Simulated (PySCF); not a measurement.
Match each property card to its molecule.

Structures:
1. `C[C@@H](C1CCC1)[S@@](C)=O`
2. `CCC[Si@H](P)OCC`
3. `C1(C(C#N)(C1)C#N)=C`

Card P (geometry GFN2-xTB):
- Rotational constants A, B, C: 2.347, 2.172, 1.427 GHz
- HOMO energy (PBE0/pcSseg-1): -9.02 eV
- 13C chemical shifts (computed TMS as zero) by class (GIAO PBE0/pcSseg-1): 135.6 (1 C), 119.9 (2 C), 117.2 (1 C), 23.5 (1 C), 0.7 (1 C) ppm
- Point group: Cs
- Isotropic shieldings of nuclei other than C and H, by class (GIAO PBE0/pcSseg-1): -33 (2 N) ppm

Card Q (geometry GFN2-xTB):
- Rotational constants A, B, C: 2.158, 0.972, 0.805 GHz
- HOMO energy (PBE0/pcSseg-1): -6.46 eV
- 13C chemical shifts (computed TMS as zero) by class (GIAO PBE0/pcSseg-1): 70.0 (1 C), 44.7 (1 C), 32.3 (1 C), 28.0 (1 C), 27.3 (1 C), 18.8 (1 C), 15.8 (1 C) ppm
- Isotropic shieldings of nuclei other than C and H, by class (GIAO PBE0/pcSseg-1): 299 (1 O), 183 (1 S) ppm

Card R (geometry GFN2-xTB):
* Rotational constants A, B, C: 1.833, 0.745, 0.583 GHz
* HOMO energy (PBE0/pcSseg-1): -7.17 eV
* Isotropic shieldings of nuclei other than C and H, by class (GIAO PBE0/pcSseg-1): 292 (1 O), 346 (1 Si), 614 (1 P) ppm
* 13C chemical shifts (computed TMS as zero) by class (GIAO PBE0/pcSseg-1): 63.4 (1 C), 22.3 (1 C), 20.4 (1 C), 19.6 (1 C), 18.3 (1 C) ppm
* Point group: C1

Species are written as SMILES; each is one conformer at its optimised geometry, gas phase, non-relativistic unless stated; the electronic structure was computed with PySCF and density fitting. NMR classes are plain means over equivalent atoms (diastereotopic ones count apart unless rotation or inversion swaps them), as if these changed places fast.

**Question.** Which card belongs to which structure?

**Answer.** P = 3, Q = 1, R = 2. What ties each card to its structure:
- 1 (card Q), C7H14OS, monoisotopic mass 146.1 u, 9 heavy atoms: 7 C in 7 classes; the least shielded carbon (70.0 ppm) is an sp3 carbon bound to sulfur; an asymmetric top with C = 0.805 GHz.
- 2 (card R), C5H15OPSi, monoisotopic mass 150.1 u, 8 heavy atoms: 5 C in 5 classes; the least shielded carbon (63.4 ppm) is an sp3 carbon bound to oxygen; an asymmetric top with C = 0.583 GHz, the lowest such constant on the cards.
- 3 (card P), C6H4N2, monoisotopic mass 104.0 u, 8 heavy atoms: 6 C in 5 classes; point group Cs; the least shielded carbon (135.6 ppm) is a fully substituted alkene carbon; an asymmetric top with C = 1.427 GHz, the highest such constant on the cards.
